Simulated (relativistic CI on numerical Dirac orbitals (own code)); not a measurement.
**Hyperfine structure of Mn²⁺, mass number 55**

Method of calculation: Dirac-Coulomb-Breit CI, separate exchange-only KLI orbitals for each configuration, QED by a radiative potential, valence Slater integrals scaled by 0.85, P86 correlation energy added to each configuration (own radial code, finite nucleus).

Configurations in the expansion (outside the closed core [Ne] 3s2): 3p⁶3d⁵, 3p⁶3d⁴4s, 3p⁶3d⁴4p, 3p⁶3d³4s², 3p⁶3d⁴4d, 3p⁶3d⁴5s, 3p⁶3d⁴5p, 3p⁶3d³4s4p, 3p⁶3d⁴4f, 3p⁶3d⁴5d, 3p⁶3d⁴5f, 3p⁶3d⁴5g, 3p⁶3d³4p², 3p⁵3d⁶. Levels of other configurations are missing.

Nuclear spin I = 5/2, μ = 3.4669 μN, Q = 0.33 b (tables of Stone and Pyykkö). The electronic factors are computed for point nuclear moments, without core polarisation; leaving it out makes A of s and p electrons in near-neutral atoms 20 to 40 % too small, and it can dominate for d and f shells.

| Level | E (cm⁻¹) | A (MHz) | B (MHz) |
| --- | --- | --- | --- |
| 3p⁶3d⁵ ⁴G11/2 | 26987.2 | 464.2 | -4.4 |
| 3p⁶3d⁵ ⁴G9/2 | 27013.9 | 444.9 | 1.13 |
| 3p⁶3d⁵ ⁴G7/2 | 27024.5 | 475.7 | 2.27 |
| 3p⁶3d⁵ ⁴G5/2 | 27025.9 | 617.4 | 0.434 |
| 3p⁶3d⁵ ⁴P5/2 | 30840.0 | 178.3 | 44 |
| 3p⁶3d⁵ ⁴P3/2 | 30876.7 | 318.5 | 20.8 |
| 3p⁶3d⁵ ⁴P1/2 | 30912.8 | -498.6 |  |
| 3p⁶3d⁵ ⁴D7/2 | 33495.2 | 296.3 | 12.3 |

Levels with J = 0, under 50 % of one LS term, or S terms without an open s electron are left out. Small factors come from cancelling terms and can be off by tens of per cent or more.

Correlation outside the listed configurations is missing or only estimated: errors of thousands of cm⁻¹ between configurations and terms are usual at this charge. Rates and lifetimes follow the computed energies and can be off by large factors. The fine structure of a lone outer electron comes out too small, for d and f at times inverted, and misplaced configurations move strength between like terms. 64 of the 66 excited levels that our extract of the measured tables holds in this range could be paired (the sources list more); they are missed by 877 cm⁻¹ on average and 2230 at most, and levels without a partner can miss by more. Some levels of the ground configuration have no partner and can miss by 10 % or more.

(1) Give the hyperfine levels of 3p⁶3d⁵ ⁴G11/2 relative to its centre of gravity.

Results:

(1) With K = F(F + 1) − I(I + 1) − J(J + 1), E = AK/2 + B[¾K(K + 1) − I(I + 1)J(J + 1)]/[2I(2I − 1)J(2J − 1)]: F = 3: -7545, F = 4: -5687, F = 5: -3365, F = 6: -579, F = 7: 2670, F = 8: 6382 MHz.
